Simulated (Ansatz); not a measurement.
The first iterations of a band of a periodic cell of 17 atoms, Be16H (host Be, host structure hcp, interstitial H).

The calculation used DFT PBE-D3(BJ), scalar-relativistic, plane waves, PAW in Ansatz. Settings: cutoff 420 eV, k mesh 5x6x4, fermi-dirac smearing 0.15 eV, no spin polarisation.

* movable images: 5
* climbing image: yes
* spring: 5.0 eV/Å²
* optimiser: quadratic models (default)
* start path: IDPP
* force threshold: 0.05 eV/Å
* iteration limit: 34
* end points: relaxed

Initial state:

```xyz
17
Lattice="-2.2900 -3.9664 0.0000 3.4350 -1.9832 0.0000 0.0000 0.0000 7.1769" Properties=species:S:1:pos:R:3
Be -0.020 -3.956 0.018
Be -0.001 -2.639 1.801
Be 0.025 -3.982 3.569
Be 0.029 -2.622 5.409
Be -1.150 -1.976 -0.001
Be 2.276 -2.637 1.775
Be -1.150 -1.941 3.568
Be 2.276 -2.638 5.387
Be 1.148 -1.986 0.025
Be 1.138 -0.665 1.801
Be 1.147 -1.986 3.589
Be 1.139 -0.700 5.409
Be -0.010 -0.002 -0.001
Be 1.153 -4.634 1.782
Be -0.040 -0.019 3.567
Be 1.109 -4.608 5.408
H -1.151 -3.303 4.488
```

Final state:

Only the atoms that move by more than 0.05 Å are listed.
```
Be1 0.030 -3.983 0.022
Be4 0.034 -2.623 5.359
Be12 1.145 -0.702 5.359
H17 -1.149 -3.313 6.282
```

| iteration | highest image above the first end (eV) | largest band force component (eV/Å) |
| --- | --- | --- |
| 1 | 0.675 | 1.381 |
| 2 | 0.554 | 0.827 |

Task: Does the band converge within its limit, and where does its top end?

Result: The forces met the threshold. It ended after 8 iterations with the highest image 0.479 eV above the first end. By the program's own check the climbing image is of a kind that is not told: the force calls were inconclusive, a negative curvature could not be distinguished from the path's own, the only one lies far off the path, or fixed occupations may fill a level only in part (lowest curvatures found: -3.01 and 2.06 eV/Å²). Limits of this set-up: coarse k mesh, odd electron count without spin, a small cell, in which the defect meets its images.

Time of the run: 17 min on 2 threads of AMD EPYC 7R43 64-Core Processor (Zen 3), with other jobs on the host, peak memory 1.4 GiB.
